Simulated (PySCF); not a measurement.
Identify the unknown among the candidates.

All candidates are C7H8.

* UV, strongest line: among the 10 lowest singlet transitions: S3 at 5.93 eV (209 nm, f = 0.170) [TDDFT B3LYP/def2-SVPD]
* Rotational structure: rotational constants A, B, C: 6.141, 2.461, 2.034 GHz [PBE0-D3(BJ)/def2-SVP]
* Dipole: 1.12 D [B3LYP/def2-SVPD]
* 13C NMR: chemical shifts (computed TMS as zero) by class: 147.5 (2 C), 137.2 (2 C), 39.3 (1 C), 15.1 (2 C) ppm [GIAO PBE0/pcSseg-1]
* Triplet: lowest triplet excitation (Tamm–Dancoff): 2.99 eV [TDA B3LYP/def2-SVPD]
* 1H NMR: chemical shifts (computed TMS as zero) by class: 6.62 (2 H), 6.23 (2 H), 1.52 (4 H) ppm [GIAO PBE0/pcSseg-1]
* Valence photoelectron: vertical ionisation energy: 8.10 eV [ΔSCF B3LYP/def2-SVPD]
* Couplings: largest of the computed one-bond spin–spin couplings (means over like bonds): 13C–1H +178.7 (×2), 13C–1H +173.4 (×2), 13C–1H +173.1 (×4), 13C–13C +71.9 (×2), 13C–13C +55.3 (×2), 13C–13C +54.7, 13C–13C +18.4, 13C–13C +11.2 (×2) Hz [B3LYP/pcJ-1, spin–dipole term left out]
* UV, first state: lowest singlet excitation: 4.67 eV (265 nm, f = 0.055) [TDDFT B3LYP/def2-SVPD]

The electronic properties come from PySCF, for the isolated species, density fitting. Levels stand in brackets. Geometry: PBE0-D3(BJ)/def2-SVP; no solvent, vibrations or thermal averaging. Each NMR value is the plain mean over a class of atoms that symmetry, rotation or inversion makes alike.

Problem. Which candidate is it?
A. `C[C@@]12C=C[C@H]3[C@@H]1[C@H]32`
B. `C1=CC=CCC=C1`
C. `C1=CC2(C=C1)CC2`

Solution. C. It is `C1=CC2(C=C1)CC2`. Numbering: `[CH:1]1=[CH:2][C:3]2([CH:4]=[CH:5]1)[CH2:6][CH2:7]2`. Its formula, C7H8, gives 4 degrees of unsaturation: 2 rings and 2 π bonds in the structure found. 7 carbons fall into 4 classes; from least to most shielded: alkene CH carbon [C2/C4] (147.5 ppm, 2 C), alkene CH carbon [C1/C5] (137.2 ppm, 2 C), sp3 carbon at a ring junction [C3] (39.3 ppm), three-membered-ring carbon [C6/C7] (15.1 ppm, 2 C). Hydrogen classes from least to most shielded: 2 H on 2 alkene CH carbons, C1/C5 (6.62 ppm), 2 H on 2 alkene CH carbons, C2/C4 (6.23 ppm), 4 H on 2 three-membered-ring carbons, C6/C7 (1.52 ppm). The couplings run between: +178.7 Hz, alkene CH carbon [C2] and its hydrogen (with 1 like pair); +173.4 Hz, alkene CH carbon [C1] and its hydrogen (with 1 like pair); +173.1 Hz, three-membered-ring carbon [C6] and its hydrogen (with 3 like pairs); +71.9 Hz, alkene CH carbon [C1] and alkene CH carbon [C2] (with 1 like pair); +55.3 Hz, alkene CH carbon [C2] and sp3 carbon at a ring junction [C3] (with 1 like pair); +54.7 Hz, alkene CH carbon [C1] and alkene CH carbon [C5]; +18.4 Hz, three-membered-ring carbon [C6] and three-membered-ring carbon [C7]; +11.2 Hz, sp3 carbon at a ring junction [C3] and three-membered-ring carbon [C6] (with 1 like pair). S1 is mainly HOMO→LUMO (weight 0.98); the largest Löwdin shares of the orbital it empties are 0.26 on each of 2 atoms of one kind (alkene CH carbon) and 0.17 on each of 2 atoms of one kind (alkene CH carbon), of the orbital it fills 0.18 on each of 2 atoms of one kind (alkene CH carbon) and 0.15 on each of 2 atoms of one kind (alkene CH carbon). The optimised geometry has point group C2v and is an asymmetric top.

The others, at the same levels:
- `C1=CC=CCC=C1` fails: its computed lowest singlet excitation is 4.49 eV (276 nm, f = 0.096) (against 4.67 eV), vertical ionisation energy is 8.26 eV (against 8.10 eV) and strongest line among the 10 lowest singlet transitions is S4 at 6.27 eV (198 nm, f = 0.299) (against S3 at 5.93 eV).
- `C[C@@]12C=C[C@H]3[C@@H]1[C@H]32` fails: its computed lowest singlet excitation is 5.46 eV (227 nm, f = 0.054) (against 4.67 eV), vertical ionisation energy is 8.28 eV (against 8.10 eV) and lowest triplet excitation (Tamm–Dancoff) is 3.58 eV (against 2.99 eV).
